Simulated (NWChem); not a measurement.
# C3H6ClF; SMILES Cl[C@H](F)CC

```xyz
11

C     -0.8561     1.6880     0.5856
C     -0.2208     1.1513    -0.6951
C      0.5703    -0.1317    -0.5067
F      1.5602     0.0481     0.4236
Cl    -0.4985    -1.4965     0.0351
H     -1.5873     0.9637     0.9952
H     -1.3820     2.6433     0.3942
H     -0.0843     1.8668     1.3595
H      0.4911     1.8941    -1.1178
H     -0.9850     0.9646    -1.4776
H      1.0367    -0.4863    -1.4492
```
Atoms are numbered in this order, from 1.

All runs: NWChem. Pople sets run with spherical d functions. The geometry was optimised at PBE-D3(BJ)/def2-SVP. Level: B3LYP/6-31G* with SMD (1 M gas to 1 M solution), gas-phase geometry.

For solvent methanol:

```yaml
solvation free energy (kcal/mol): -4.8
cavity-dispersion-structure term (kcal/mol): -1.2
```

Problem. How do the values read with solvent water instead?

Solution. 
| Quantity | Value |
|---|---|
| solvation free energy (kcal/mol) | -0.9 |
| cavity-dispersion-structure term (kcal/mol) | 2.9 |
